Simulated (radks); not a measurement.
Valence configurations of Pr III (all share [Xe]). All-electron calculation, scalar-relativistic Kohn-Sham, r2SCAN, spin-polarised, spherical densities, finite nucleus; open shells are filled with parallel spins first (spin-orbit coupling, left out, can overturn this in heavy ions); meta-GGA in the generalised Kohn-Sham scheme; Fermi nuclear charge, rms radius 4.8919 fm. Program: a radial shooting solver on a logarithmic mesh with Libxc functionals. Order these by energy: 4f2 6p1; 4f3; 4f2 6s1; 4f0.5 6s2 6p0.5; 4f1 6s2; 4f2 5d1; 5d1 6s2; 4f2.5 6p0.5.

Answer. From the lowest, in eV above it: 4f3 0.000; 4f2 5d1 2.607; 4f2.5 6p0.5 3.215; 4f2 6s1 3.961; 4f2 6p1 7.965; 4f1 6s2 15.427; 4f0.5 6s2 6p0.5 26.021; 5d1 6s2 29.227. NIST lists [Xe] 4f3 as the ground configuration; this level of theory agrees among the configurations tried. The energies are those of spherical high-spin densities, not of single terms.
